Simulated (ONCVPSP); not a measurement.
# What one change does to a pseudopotential (Mo, ONCV)

```
Element                 : molybdenum (Mo)
Generator               : ONCVPSP 4.0.1
Type                    : optimised norm-conserving Vanderbilt (ONCV)
Functional              : PBEsol
Relativity              : scalar-relativistic
Frozen core             : [Ar] 3d10
Valence charge          : 14
Reference configuration : 4s2 4p6 4d5 5s1
Partial waves           : 4s+5s: rc 1.65 bohr, ncon 4, nbas 8, qcut 8.7 1/bohr, 3 projectors, debl 1.8 Ha; 4p: rc 1.35 bohr, ncon 3, nbas 7, qcut 5.2 1/bohr, 2 projectors, debl 1.4 Ha; 4d: rc 2.60 bohr, ncon 4, nbas 8, qcut 5.7 1/bohr, 2 projectors, debl 1.8 Ha
Local potential         : polynomial inside 1.15 bohr (lpopt 4, dvloc0 6 Ha)
Core correction         : none
```

In the p channel the program set the typed energies aside and used -1.413, 0.250 Ha.

Change: s: qcut 5.3; p: qcut 3.2; d: qcut 3.5.

Cutoffs: the cutoffs (Ha) at which the residual kinetic energy of the hardest occupied pseudo-wave falls to 1 and 0.1 mHa per electron; they do not see the model core or the augmentation charge, which bear on the density cutoff. Errors are all-electron minus pseudo energies relative to the spin-unpolarised reference configuration.

What does the change do?

The potential gets neither clearly harder nor softer (28 Ha and 93 Ha → 35 Ha and 73 Ha); a bound ghost appears in d, which as a rule spoils a file; the number of tests with a reliable result goes from 4 to 0; the range in which the d phases agree narrows (upper end 4.1 → -0.1).

| quantity | base | changed |
| --- | --- | --- |
| cutoff, loose | 28 Ha | 35 Ha |
| cutoff, tight | 93 Ha | 73 Ha |
| loose cutoff by channel | s 24 Ha, p 28 Ha, d 12 Ha | s 14 Ha, p 35 Ha, d 32 Ha |
| bound ghosts | none | d |
| GHOST(+) flags under 300 eV | none | s at 208.9 eV |
| tests with a reliable result | 4 of 4 | 0 of 4 |
| s: phases at 1.68 bohr within 0.05 rad from the reference energy up to (Ha; the scan ends near 5) | to the end of the scan | to the end of the scan |
| p: phases at 1.37 bohr within 0.05 rad from the reference energy up to (Ha; the scan ends near 5) | to the end of the scan | to the end of the scan |
| d: phases at 2.64 bohr within 0.05 rad from the reference energy up to (Ha; the scan ends near 5) | 4.1 | -0.1 |

 A true bound ghost makes a file unfit for plane-wave use even where its test errors are small: the radial tests pick states by their node count and pass the ghost by.
